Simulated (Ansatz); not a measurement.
Program: Ansatz. Geometries: PBE0-D4/def2-TZVP. ΔE: electronic, gas phase. CCSD(T)/CBS adds triple-zeta CCSD(T) − MP2 to the extrapolated MP2 energy (def2 sets, frozen cores). DFT in def2-TZVPP. B3LYP here is the variant with VWN-RPA as its local correlation; programs differ in this. Elements past krypton have def2 core potentials. For Br, In outer-core shells are correlated without core-valence functions, which leaves a few kJ/mol of doubt a bond. Scalar relativity is left out up to krypton. Each species was taken in one conformer, which may not be the lowest.

`O[Si](O)([SiH3])Cl` + `[NH2][In]([Br])[Br]` → `O[Si]([SiH3])(Cl)Br` + `[NH2][In]([OH])[Br]`  (redistribution)

```
        level  ΔE (kJ/mol)  difference from CCSD(T)/CBS
    revPBE-D4        101.3                        -12.1
      BLYP-D4        107.4                         -6.0
     BHLYP-D4        129.5                         16.1
      ωB97X-V        116.4                          3.0
          PBE        105.4                         -8.0
       revPBE        103.5                         -9.9
        B3LYP        120.1                          6.7
      LC-ωPBE        114.8                          1.4
HF/def2-TZVPP        145.8                         32.4
HF/def2-QZVPP        145.9                         32.5
  CCSD(T)/CBS        113.4                            0
```

Largest T1 diagnostic among the species: 0.013.

From PBE to PBE0 (25 % exact exchange), in def2-TZVPP and without D4, ΔE moves by +11.3 kJ/mol. Leaving LDA and LC-ωPBE aside and taking each functional with its dispersion term where it has one, the values spread over 28.1 kJ/mol, from revPBE-D4 to BHLYP-D4. LDA lies +6.2 kJ/mol from PBE without D4. In def2-TZVPP, CCSD(T) changes the Hartree–Fock value by −28.3 kJ/mol (the triples alone add −4.6 kJ/mol) and MP2 by −32.0 kJ/mol.

CCSD(T)/CBS has its own doubt, a few kJ/mol and more with outer-core shells, so smaller differences from it don't rank the levels.
